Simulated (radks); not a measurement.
Valence configurations of Zr I (all share [Kr]). All-electron calculation, Dirac Kohn-Sham, PBE, spin-unpolarised, spherical densities, finite nucleus; open shells fill j = l - 1/2 first; Fermi nuclear charge, rms radius 4.2694 fm. Program: a radial shooting solver on a logarithmic mesh with Libxc functionals. Order these by energy: 4d2 5s2; 4d3 5s0.5 5p0.5; 4d1 5s1 5p2; 4d1 5s2 5p1; 4d3 5s1; 4d2 5s1 5p1; 4d2 5s1.5 5p0.5; 5s1 5p3; 4d4; 4d2 5p2.

Answer. From the lowest, in eV above it: 4d2 5s2 0.000; 4d3 5s1 1.150; 4d2 5s1.5 5p0.5 1.464; 4d3 5s0.5 5p0.5 2.466; 4d4 2.854; 4d2 5s1 5p1 2.960; 4d1 5s2 5p1 2.972; 4d2 5p2 6.040; 4d1 5s1 5p2 6.395; 5s1 5p3 11.923. NIST lists [Kr] 4d2 5s2 as the ground configuration; this level of theory agrees among the configurations tried. The energies are those of spherical spin-averaged densities, not of single terms.
